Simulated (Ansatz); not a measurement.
Total energies of CH$_{2}$O$_{2}$Zn, SMILES `C1[O][Zn][O]1`.

```xyz
6

C    -0.324    0.288   -0.023
O    -0.385   -0.937    0.691
Zn    1.354   -1.204    0.096
O     0.939    0.445   -0.651
H    -0.475    1.119    0.684
H    -1.108    0.289   -0.796
```

Charge 0, multiplicity 1. For Zn the d shell is correlated and the shells below it are frozen. Scalar relativity is left out up to krypton. The structure was optimised at the PBE0-D4/def2-TZVP level. Basis def2-TZVPP, Ansatz.

RPA on PBE orbitals: Hartree–Fock energy of these orbitals -1966.47574 Eh, correlation -1.62080 Eh (frozen core).

| functional | energy without D4 (Eh) | D4 term (kJ/mol) |
| --- | --- | --- |
| LDA (SPW92) | -1964.85920 | – |
| PBE | -1968.70266 | -9.9 |
| revPBE | -1968.99455 | -34.8 |
| BLYP | -1969.22484 | -22.8 |
| r2SCAN | -1969.06038 | -2.2 |
| B97M-V | -1968.76573 | – |
| PBE0 | -1968.71166 | -8.1 |
| B3LYP | -1969.21791 | -16.1 |
| r2SCANh | -1969.03005 | -2.3 |
| r2SCAN0 | -1968.98690 | -2.6 |
| HSE06 (plane-wave form) | -1968.70194 | -7.5 |
| BHLYP | -1969.01915 | -11.8 |
| CAM-B3LYP | -1969.20990 | -8.1 |
| LC-ωPBE | -1968.81728 | – |
| ωB97X-V | -1968.93339 | – |
| ωB97M-V | -1969.01248 | – |
| B2PLYP | -1968.76224 | – |
| PBE-QIDH | -1968.43787 | – |

B3LYP takes the VWN-RPA correlation (the form of Gaussian; ORCA's B3LYP/G). HSE06 is the plane-wave form, built on full-range PBE exchange. The double hybrids freeze the cores in their second-order part.

LC-ωPBE has ω = 0.4 bohr⁻¹.
